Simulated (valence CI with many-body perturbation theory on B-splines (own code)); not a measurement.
Ag34+: what each term of the Hamiltonian does

Calculated by valence CI with perturbative core correlation (CI+MBPT): three valence electrons over a frozen Dirac-Fock core [Ne], radial functions for each j: 11 s, 11 p, 9 d, 7 f, 5 g, 2 h, 1 i, with the one-electron correlation potential Σ1 (screened to all orders), the two-electron term Σ2, the three-electron term Σ3, Breit, model QED; selected single and double excitations, second order for the rest (own B-spline code, finite nucleus).

The last digits are not significant, and no measured levels were compared; by estimate large intervals hold to a few tenths of a per cent, small ones and those within an open d or f shell to about a per cent.

Each rung adds one term. CI alone is the Dirac-Coulomb CI over the frozen core; QED comes last and gives the full result, which names the levels. Energies are above (3s^2 3p1/2) J=1/2 on the same rung, in cm⁻¹.

Levels are named by their leading jj configuration (3d3/2^4 stands for four electrons in 3d with j = 3/2), which in mixed levels can hold well under half, so a name can repeat and another be missing. Letters in brackets count levels of one name in rising energy.

```tsv
Level	CI alone	+ Σ1	+ Σ2	+ Σ3	+ Breit	Full
(3s^2 3p3/2) J=3/2	351578	352050	352316	352323	346685	347307
(3s 3p1/2^2) J=1/2	654751	653172	653831	653952	659513	652708
(3s 3p1/2 3p3/2) J=3/2 [a]	902288	901134	902878	903067	903573	897391
(3s 3p1/2 3p3/2) J=5/2	974794	973683	974815	974971	973838	967817
(3s 3p1/2 3p3/2) J=3/2 [b]	1081140	1080050	1079940	1080060	1078830	1073370
(3s 3p1/2 3p3/2) J=1/2	1153570	1152400	1148780	1148770	1149760	1143390
(3s 3p3/2^2) J=5/2	1282780	1282140	1283580	1283750	1276880	1272460
(3s^2 3d3/2) J=3/2	1399120	1398140	1394100	1393890	1386980	1385420
(3s 3p3/2^2) J=1/2	1506080	1505410	1503530	1503470	1499010	1493380
(3s^2 3d5/2) J=5/2	1509840	1509240	1505160	1504830	1494710	1493410
(3s 3p3/2^2) J=3/2	1550160	1549450	1545160	1545070	1539460	1534300
(3p1/2^2 3p3/2) J=3/2	1770780	1768100	1766710	1766980	1771440	1759500
(3s 3p1/2 3d3/2) J=3/2 [a]	1877690	1875110	1875260	1875290	1873260	1865980
(3s 3p1/2 3d3/2) J=5/2	1916090	1913570	1913830	1913940	1910520	1903230
(3s 3p1/2 3d5/2) J=5/2 [a]	2001700	1999530	1999530	1999630	1994650	1986800
(3p1/2 3p3/2^2) J=3/2	2029860	2027570	2026170	2026390	2025270	2014550
(3s 3p1/2 3d3/2) J=1/2	2039630	2037090	2034040	2033940	2031440	2024540
(3s 3p1/2 3d3/2) J=3/2 [b]	2040590	2038160	2035480	2035340	2031810	2024900
(3s 3p1/2 3d5/2) J=7/2	2045140	2043020	2042460	2042450	2035030	2028370
```

Q: How does the ionisation energy move along the ladder, and which term matters most?

A: CI alone 2153.2, + Σ1 2154.2, + Σ2 2154.0, + Σ3 2154.0, + Breit 2152.1, + QED 2152.2 eV. The largest step is Breit, -1.9 eV. NIST lists 2131 ± 10 eV (semi-empirical).
